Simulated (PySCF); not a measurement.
CaH₂O₂. Atoms are numbered in the order given.

```xyz
5

Ca     0.0000     0.0000     0.0197
O      0.0000     2.0384    -0.0190
O      0.0000    -2.0384    -0.0190
H      0.0000     2.9931    -0.0455
H      0.0000    -2.9931    -0.0455
```
Charge 0, spin multiplicity 1.

Geometry optimised at B3LYP-D3(BJ)/def2-TZVP. One conformer was computed; it need not be the lowest.

These are PBE/pcSseg-2 run with PySCF values and carry that method's errors.

GIAO shieldings, no solvent; atoms alike by connectivity are averaged. δ = σ(ref) − σ: ¹⁷O against H2O (σ = 327.5 ppm); ¹H against TMS (σ = 31.47 ppm), references at their B3LYP-D3(BJ)/def2-TZVP geometries, non-relativistic.

Computed chemical shifts:
```tsv
nucleus	atoms	count	δ (ppm)
¹⁷O	O2, O3	2	88.0
¹H	H4, H5	2	-1.12
```
